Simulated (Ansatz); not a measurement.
A single point on CH3NOZn (`O/C=[N]/[ZnH]`).

```yaml
crystal:
  periodic: [false, false, false]
  atoms:
    - {symbol: O, position_ang: [0.965504, -0.437112, 1.781640]}
    - {symbol: C, position_ang: [0.692395, -0.059846, 0.514724]}
    - {symbol: N, position_ang: [-0.455416, -0.081008, 0.023446]}
    - {symbol: Zn, position_ang: [-1.127401, 0.353065, -1.607448]}
    - {symbol: H, position_ang: [0.116638, -0.701391, 2.166641]}
    - {symbol: H, position_ang: [1.632915, 0.248631, 0.041668]}
    - {symbol: H, position_ang: [-1.824646, 0.677660, -2.920672]}
basis:
  gaussian: {orbitals: def2-QZVPP}
correlation: {method: mp2, frozen_orbitals: {C: 1, H: 0, "N": 1, O: 1, Zn: 9}}
```

```sh
$ ansatz run in.yaml --threads 2 --pin off --events-out ev --progress --plain --max-ram 4352MiB
```

Shortened log:

```
Functional definition: HF
2307 factors; integrals over basis functions are off by at most 6.3e-4 eV
mean field evaluation 1: about -52971.5749 eV, gradient 4.5e1 eV
mean field evaluation 2: about -52971.7749 eV, gradient 4.5e1 eV
mean field evaluation 4: about -52975.9160 eV, gradient 5.5e0 eV
mean field evaluation 8: about -52975.9929 eV, gradient 7.0e-1 eV
mean field evaluation 16: about -52975.9947 eV, gradient 1.8e-6 eV
mean field -52975.99465854 eV, -1946.8318952825 hartree, gradient 1.8e-6 eV, S^2 0.000000; 0 other end points of the search recorded, 0 dependent functions left out
12 core orbitals not correlated: weight in the atoms' cores, before any rotation towards them, 1.000 or more for the frozen orbitals, at most 0.000 for the correlated occupied ones
reference -52975.99465854 eV, -1946.8318952825 hartree; 15, 15 occupied and 334, 334 virtual orbitals, 2307 factors
second order -32.42432099 eV of doubles, -0.00000000 eV of singles
Total energy: -53008.41897953 eV, -1948.0234671009 hartree
```

It took 12 s on 2 threads of an Intel Xeon 6975P-C on a shared host, with 1.5 GiB of host memory at the peak.
